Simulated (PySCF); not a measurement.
## Nb: excitation energy

Nb [Kr] 4d4 5s1 (6D) → Nb [Kr] 4d3 5s1 5p1 (high-spin determinant), as a difference of total energies. All numbers are calculated (PySCF 2.14, scalar relativity by spin-free X2C-1e, in ANO-RCC-VTZP). Correlated levels: valence and next inner shell: [Ar] 3d10 frozen. The calculations carry no spin-orbit coupling.

| method | excitation energy (cm⁻¹) |
| --- | --- |
| UHF | 12214 |
| MP2 (valence and next inner shell) | 19520 |
| SCS-MP2 (valence and next inner shell) | 16624 |
| CCSD (valence and next inner shell) | 18011 |
| CCSD(T) (valence and next inner shell) | 18363 |

A first-order spin-orbit estimate (lowest level to lowest level, LS coupling) adds -0.101 eV.

The basis was made for the ground configuration and has no added diffuse functions, so the excitation energy can come out too high.

The determinant of the upper state mixes LS terms, which raises its energy above the lowest term, most at the Hartree-Fock and MP2 levels.
